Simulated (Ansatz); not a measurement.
Isolated molecules relaxed with PBE0-D4/def2-TZVP in Ansatz; ΔE leaves out vibrations. CBS: MP2 limit from def2 TZ/QZ plus the TZ coupled-cluster correction, frozen cores. DFT in def2-TZVPP. For Br, Ge outer-core shells are correlated without core-valence functions, which leaves a few kJ/mol of doubt a bond. Scalar relativity is left out up to krypton.

Reaction (formal exchange of groups at a Ge–Br bond): `[F][GeH]([Cl])[Br]` + GeH₄ → `[F][GeH]([Cl])[GeH3]` + HBr

CCSD(T)/CBS gives +45.8 kJ/mol.

Task: Another level gave +47.3 kJ/mol. Which?
A. LC-ωPBE/def2-TZVPP
B. HF/def2-TZVPP
C. SCS-MP2/def2-TZVPP
D. PBE/def2-TZVPP

Result: A. LC-ωPBE 47.3, PBE 41.2, SCS-MP2/def2-TZVPP 52.8, HF/def2-TZVPP 63.3 kJ/mol.

Largest T1 diagnostic among the species: 0.012.

From BLYP to BHLYP (50 % exact exchange), in def2-TZVPP and without D4, ΔE moves by +9.9 kJ/mol. Leaving LDA and LC-ωPBE aside and taking each functional with its dispersion term where it has one, the values, not all of them listed here, spread over 15.3 kJ/mol, from PBE-D4 to B97M-V. At CCSD(T), def2-SVP lies +6.1 kJ/mol from the extrapolated value and def2-TZVPP +1.8 kJ/mol.
